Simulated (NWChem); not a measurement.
System: BNH$_{3}$Cl; SMILES NBCl

```xyz
6

B     -0.5823     0.5409     0.0000
H     -1.7641     0.6778     0.0000
Cl     0.0895    -1.1145     0.0000
N      0.2765     1.6327     0.0000
H     -0.0659     2.5836     0.0000
H      1.2849     1.5513     0.0000
```
Atoms are numbered in this order, from 1.

Computed with NWChem. All runs use the structure optimised with B3LYP/6-31G* (spherical d). Ions are spin-unrestricted doublets at the neutral geometry; other ion states weren't tried. Functional: LC-ωPBE (HJS hole) with def2-SVP; the question gives the range parameter ω in 1/bohr.

Estimate the computed values for range parameter (1/bohr) 0.25. Quantities: vertical ionisation energy, ΔSCF (eV); −ε(HOMO) (eV).


```json
{
 "vertical ionisation energy, ΔSCF (eV)": "10.80",
 "−ε(HOMO) (eV)": "9.98"
}
```
